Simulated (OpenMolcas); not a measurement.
# Computed transition rates of As II

| Item | Value |
| --- | --- |
| Program | OpenMolcas 26.06 |
| Method | SS-CASPT2, IPEA 0.25 Eh, imaginary shift 0.1 Eh (closed shells correlated: 3d) |
| Basis | ANO-RCC [9s8p6d4f2g] |
| Scalar Hamiltonian | DKH2, point nucleus |
| Active space | 4 electrons in 8 orbitals (4s 4p 5s 5p) |
| State averaging | 2S+1 = 3 even, 3 roots; 2S+1 = 1 even, 6 roots; 2S+1 = 5 odd, 1 root; 2S+1 = 3 odd, 9 roots; 2S+1 = 1 odd, 8 roots |
| Spin-orbit coupling | RASSI with atomic mean-field integrals over the reference wave functions, term energies averaged over their components |

Rates come from the transition moments of the reference wave functions (E1 and E2 in the length form). At fixed line strength A goes as λ^-3 for E1 and M1 and as λ^-5 for E2, so a rate at the computed wavelength can be rescaled to the measured one. Measured vacuum wavelengths follow from level energies in NIST Handbook of Basic Atomic Spectroscopic Data. Branching counts decays inside the model space alone, at computed energies, and the table is only a selection of the E2 and M1 lines, drawn from those between levels with measured partners whose computed energy lies within a factor of 1.5 of the measured one.

```
      Upper        Lower  Type  λ computed (nm)  λ measured (nm)  A computed (s-1)  A rescaled (s-1)  Branching %
4s2 4p2 1S0  4s2 4p2 3P1    M1            476.5            464.4          4.32e+00                           67.7
4s2 4p2 1S0  4s2 4p2 1D2    E2            830.5            799.8          1.89e+00          2.28e+00         29.6
4s2 4p2 1D2  4s2 4p2 3P2    M1             1305             1324          3.08e-01                           64.5
4s2 4p2 1S0  4s2 4p2 3P2    E2            507.5            498.6          1.69e-01                            2.7
4s2 4p2 1D2  4s2 4p2 3P1    M1             1118             1107          1.66e-01                           34.8
4s2 4p2 3P2  4s2 4p2 3P1    M1             7797             6767          2.81e-02          4.30e-02         99.9
4s2 4p2 3P1  4s2 4p2 3P0    M1            11170             9403          1.29e-02          2.16e-02        100.0
4s2 4p2 1D2  4s2 4p2 3P2    E2             1305             1324          2.49e-03                            0.5
```

Spin-changing lines and M1 lines between different terms are not rescaled, since their strength hangs on the term gaps too.

The largest correction is for 4s2 4p2 3P1 → 4s2 4p2 3P0 (M1): 1.29e-02 × (11170 / 9403)^3 = 2.16e-02 s-1, a factor of 1.68.

No measured rate stands beside these. Rescaling mends the energy factor alone: line strengths can still be far off where a level mixes with configurations outside the active space, and weak or spin-changing lines hang on small mixing coefficients that depend on the term gaps too, so rescaling need not improve them.

CASPT2 does not keep the components of a term degenerate, so their means are used; among the terms shown or strongly mixed into the levels shown the widest spread is 83 cm-1 (4s2 4p2 1D). Over all roots computed the reference weight is 0.83 to 0.97; the roots of lowest weight are the least certain, and an intruder state may touch them. The run also gave levels led by 4s2 4p 5s, which use shells meant for correlation; these and all levels above them are left out. Computed and measured levels are paired by configuration, term and J; levels that our copy of the source lacks, or whose pairing is in doubt (as where it misses far off the trend of its configuration), stay unpaired. Only configurations of the active space appear.
